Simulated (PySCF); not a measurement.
Computed shifts of a molecule C2H9NOSi, KT2/pcSseg-1 (PySCF), GIAO, gas phase, atoms alike by connectivity averaged where their shifts nearly agree, in ppm (number of nuclei): ¹³C: 14.6 (1), 11.5 (1). ²⁹Si: -7.7 (1). ¹⁵N: 30.6 (1). ¹H: 5.26 (1), 1.29 (3), 1.21 (1), 0.90 (1), 0.81 (1), 0.80 (1), 0.63 (1). References: ¹³C against TMS (σ = 185.1 ppm); ²⁹Si against TMS (σ = 361.9 ppm); ¹⁵N against NH3 (σ = 266.2 ppm); ¹⁷O against H2O (σ = 330.4 ppm); ¹H against TMS (σ = 31.47 ppm), references at their B3LYP-D3(BJ)/def2-TZVP geometries, non-relativistic. The structure is a stationary point at PBE0-D3(BJ)/def2-SVP. One conformer was computed; it need not be the lowest.

**Question.** Identify the compound among the candidates.
(A) CO[Si@H](C)N
(B) CN[Si@H](C)O
(C) CC[Si@@H](N)O
(D) CN(C)[SiH2]O

**Answer.** C, CC[Si@@H](N)O
